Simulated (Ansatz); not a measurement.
A structure relaxed at PBE0-D4/def2-TZVP in Ansatz, charge 0, doublet:

Cartesian coordinates in Å:
```
Cu 0.004 0.002 0.003
S 0.673 1.084 -1.687
H 1.519 0.130 -2.120
S -0.670 -1.082 1.690
H -1.527 -0.134 2.114
```

Problem. Give its formula, name or SMILES and point group.

Solution. Cu(SH)2 (CuH₂S₂). Point group C2h (tolerance 0.1 Å).

Problem. Summarise the bond lengths by kind (pairs closer than 1.2 times the sum of covalent radii, bridged metal pairs left out).

Solution. 2 × Cu–S 2.12 Å; 2 × H–S 1.35 Å. The metal has 2 neighbours: S 2.12 Å, S 2.12 Å.
